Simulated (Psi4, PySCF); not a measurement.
CH$_{3}$BF$_{2}$, singlet, geometry from GFN2-xTB, atoms displaced at random by about 0.08 Å a coordinate. Base run: PBE0/STO-3G, gradient in PySCF.

Input for PySCF:
```python
from pyscf import gto, scf, dft

mol = gto.Mole()
mol.atom = '''
    B    -0.03367540   -0.09142701    0.10906491
    F     1.28683076   -0.29605946   -0.14993221
    F    -0.55742813   -0.46465297    1.12713857
    C    -0.74933308    0.91869528   -0.93362504
    H    -1.80889770    0.94735225   -0.73168611
    H    -0.68498270    0.27699530   -1.97325347
    H    -0.28399344    1.59962862   -1.39068139
'''
mol.basis = 'sto-3g'
mol.verbose = 4
mol.build()

mf = dft.RKS(mol)
mf.xc = 'pbe0'
mf.kernel()
g = mf.nuc_grad_method()
grad = g.kernel()
```

Programs used: Psi4, PySCF; a row that names a program was run with it.

The coordinate followed is x of atom 5.

Each row names what was changed in the base input (with any setting that the change needs).

```json
[
 {"change": "base", "dE/dx (Eh/bohr)": "0.009318", "net force (Eh/bohr)": "0.000299"},
 {"change": "conv_tol = 1e-11", "dE/dx (Eh/bohr)": "0.009318", "net force (Eh/bohr)": "0.000299"},
 {"change": "finite difference step (bohr) = 0.05; conv_tol = 1e-11", "dE/dx (Eh/bohr)": "0.009809", "net force (Eh/bohr)": "-"},
 {"change": "grids.level = 5; grid_response = off", "dE/dx (Eh/bohr)": "0.009319", "net force (Eh/bohr)": "0.000009"},
 {"change": "grids.level = 5; grid_response = on", "dE/dx (Eh/bohr)": "0.009318", "net force (Eh/bohr)": "0.000000"},
 {"change": "grids.level = 1; grid_response = off", "dE/dx (Eh/bohr)": "0.009315", "net force (Eh/bohr)": "0.000437"},
 {"change": "finite difference step (bohr) = 0.2; conv_tol = 1e-11", "dE/dx (Eh/bohr)": "(withheld)", "net force (Eh/bohr)": "-"},
 {"change": "grids.level = 0; grid_response = on", "dE/dx (Eh/bohr)": "0.010364", "net force (Eh/bohr)": "0.000000"},
 {"change": "conv_tol = 1e-6", "dE/dx (Eh/bohr)": "0.009319", "net force (Eh/bohr)": "0.000299"},
 {"change": "grids.level = 1; grid_response = on", "dE/dx (Eh/bohr)": "0.009315", "net force (Eh/bohr)": "0.000000"},
 {"change": "code = psi4", "dE/dx (Eh/bohr)": "0.009327", "net force (Eh/bohr)": "0.000310"},
 {"change": "finite difference step (bohr) = 1e-4; conv_tol = 1e-11", "dE/dx (Eh/bohr)": "0.009317", "net force (Eh/bohr)": "-"}
]
```

Problem. Some entries are withheld; supply them.

Solution. 
- finite difference step (bohr) = 0.2; conv_tol = 1e-11, dE/dx (Eh/bohr): 0.017278

The net force is zero for an exact gradient.
